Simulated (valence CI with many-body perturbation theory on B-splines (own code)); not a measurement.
Values are calculated unless marked as measured or tabulated.
# Hyperfine factors and g values of La24+

Method: configuration interaction combined with many-body perturbation theory (CI+MBPT): five valence electrons over a frozen Dirac-Fock core [Ar] 3d10, radial functions for each j: 9 s, 9 p, 8 d, 6 f, 3 g, 1 h, with the one-electron correlation potential Σ1 (screened to all orders), the two-electron term Σ2, the three-electron term Σ3, Breit, model QED; selected single and double excitations, second order for the rest (own B-spline code, finite nucleus).

No measured spectrum was set against this ion. As an estimate, levels hold to about 250 cm⁻¹ or 0.2 % of their energy and the worst to 1 %, as in measured heavy ions of charge 2 to 7; those with d or f electrons hold less well. Among the levels kept, up to 280 cm⁻¹ of a level comes from second order outside the variational space, and about a tenth of that is noise between levels of different J, which matters for small intervals.

A/g_I is the dipole constant over the nuclear g factor μ/I (μ in nuclear magnetons, uniformly magnetised nucleus), B/Q the quadrupole constant per barn. Both hold the static response of the core; the bare values leave it out. Large factors of s and p1/2 electrons are usually good to 5 to 10 %; those of open d and f shells near neutrality can be off by tens of per cent, and small factors of p3/2, d and f electrons come from cancelling terms and can be off by a factor of two or in sign, in half-filled shells by more. B is blank for J = 1/2, where it vanishes, and for nearly pure S terms. Energies count from the lowest level.

Levels are named by their leading jj configuration (3d3/2^4 stands for four electrons in 3d with j = 3/2), which in mixed levels can hold well under half, so a name can repeat and another be missing. Letters in brackets count levels of one name in rising energy.

| Level | E (eV) | g | A/g_I (MHz) | A/g_I bare | B/Q (MHz/b) | B/Q bare |
| --- | --- | --- | --- | --- | --- | --- |
| (4s^2 4p1/2^2 4p3/2) J=3/2 | 0.00 | 1.456 | 16200 | 15300 | 27900 | 26600 |
| (4s^2 4p1/2 4p3/2^2) J=3/2 | 18.89 | 1.401 | -716 | -843 | 10600 | 10100 |
| (4s^2 4p1/2 4p3/2^2) J=5/2 | 22.40 | 1.198 | 39100 | 37300 | -182 | -167 |
| (4s^2 4p1/2 4p3/2^2) J=1/2 | 26.92 | 0.663 | 121000 | 116000 |  |  |
| (4s^2 4p3/2^3) J=3/2 | 46.19 | 1.273 | 19300 | 18400 | -38500 | -36800 |
| (4s 4p1/2^2 4p3/2^2) J=5/2 | 75.26 | 1.526 | 89500 | 85600 | 16300 | 15500 |
| (4s 4p1/2^2 4p3/2^2) J=3/2 | 83.93 | 1.287 | -23500 | -22400 | -22100 | -21100 |
| (4s 4p1/2^2 4p3/2^2) J=1/2 | 84.95 | 2.325 | 332000 | 318000 |  |  |
| (4s^2 4p1/2^2 4d3/2) J=3/2 | 95.59 | 1.061 | 41400 | 39800 | -5380 | -5110 |
| (4s 4p1/2 4p3/2^3) J=3/2 [a] | 98.93 | 1.047 | 21400 | 20600 | -16400 | -15600 |
| (4s 4p1/2 4p3/2^3) J=5/2 | 101.93 | 1.249 | 90200 | 86400 | -44000 | -42000 |
| (4s^2 4p1/2^2 4d5/2) J=5/2 | 103.32 | 1.196 | 18200 | 17600 | 5050 | 4850 |
| (4s 4p1/2 4p3/2^3) J=1/2 | 107.27 | 1.328 | -28100 | -26800 |  |  |
| (4s 4p1/2 4p3/2^3) J=3/2 [b] | 108.34 | 1.097 | 18000 | 17200 | -2240 | -2120 |
| (4s^2 4p1/2 4p3/2 4d3/2) J=5/2 [a] | 113.77 | 0.942 | 30100 | 28900 | -9810 | -9330 |
| (4s^2 4p1/2 4p3/2 4d3/2) J=1/2 [a] | 115.63 | 0.322 | 59300 | 57200 |  |  |
| (4s^2 4p1/2 4p3/2 4d3/2) J=7/2 | 116.39 | 1.111 | 25900 | 24900 | 16200 | 15500 |
| (4s^2 4p1/2 4p3/2 4d3/2) J=3/2 [a] | 117.56 | 1.043 | 9660 | 9390 | -13600 | -13000 |
| (4s^2 4p1/2 4p3/2 4d5/2) J=7/2 [a] | 118.02 | 1.308 | -1860 | -1680 | 38600 | 36800 |
| (4s^2 4p1/2 4p3/2 4d5/2) J=9/2 | 121.52 | 1.226 | 20600 | 19700 | 20100 | 19200 |
| (4s^2 4p1/2 4p3/2 4d5/2) J=5/2 [a] | 123.09 | 1.209 | 16200 | 15700 | -12200 | -11600 |
| (4s^2 4p1/2 4p3/2 4d5/2) J=3/2 [a] | 124.24 | 1.171 | -6010 | -5690 | -522 | -501 |
| (4s^2 4p1/2 4p3/2 4d3/2) J=5/2 [b] | 127.54 | 1.344 | 15800 | 15200 | -1100 | -1050 |
| (4s^2 4p1/2 4p3/2 4d3/2) J=1/2 [b] | 128.34 | 2.012 | 43500 | 41600 |  |  |
| (4s^2 4p1/2 4p3/2 4d3/2) J=3/2 [b] | 128.53 | 1.475 | 15000 | 14500 | -9660 | -9240 |
| (4s^2 4p1/2 4p3/2 4d5/2) J=7/2 [b] | 128.75 | 1.054 | 23300 | 22400 | 22200 | 21200 |
| (4s 4p3/2^4) J=1/2 | 129.50 | 1.387 | 256000 | 245000 |  |  |
| (4s^2 4p1/2 4p3/2 4d5/2) J=3/2 [b] | 132.81 | 0.860 | 30800 | 29700 | 12300 | 11800 |
| (4s^2 4p1/2 4p3/2 4d5/2) J=5/2 [b] | 133.84 | 1.113 | 493 | 553 | 24300 | 23200 |
| (4s^2 4p1/2 4p3/2 4d5/2) J=1/2 | 136.76 | 1.020 | -23000 | -21700 |  |  |
| (4s^2 4p3/2^2 4d5/2) J=7/2 | 141.38 | 1.248 | 9960 | 9620 | 7820 | 7470 |
| (4s^2 4p3/2^2 4d5/2) J=9/2 | 142.80 | 1.216 | 11100 | 10700 | 29600 | 28300 |
| (4s^2 4p3/2^2 4d3/2) J=1/2 | 144.14 | 1.069 | 7180 | 6410 |  |  |
| (4s^2 4p3/2^2 4d3/2) J=3/2 [a] | 145.54 | 1.130 | 13700 | 13100 | -14400 | -13700 |
| (4s^2 4p3/2^2 4d3/2) J=5/2 | 146.27 | 1.206 | 19900 | 19200 | -9050 | -8630 |
| (4s^2 4p3/2^2 4d3/2) J=7/2 | 149.95 | 1.112 | 15900 | 15300 | -934 | -809 |
| (4s^2 4p3/2^2 4d5/2) J=5/2 [a] | 151.69 | 1.205 | 5060 | 5040 | 45300 | 43200 |
| (4s^2 4p3/2^2 4d3/2) J=3/2 [b] | 152.87 | 1.066 | 9450 | 9290 | 4090 | 3950 |
| (4s^2 4p3/2^2 4d5/2) J=1/2 | 154.86 | 1.860 | 84600 | 81500 |  |  |
| (4s^2 4p3/2^2 4d5/2) J=3/2 | 158.68 | 1.010 | 8150 | 8050 | 6060 | 5800 |

(1) Take the isotope of mass number 138, with I = 5, μ = 3.7084 μN and Q = 0.39 b. What is the hyperfine structure of (4s^2 4p1/2 4p3/2^2) J=1/2?

Answers

(1) From the table A = 90100 MHz. Shifts from the centre of gravity in MHz: F = 9/2: -270000, F = 11/2: 225000.
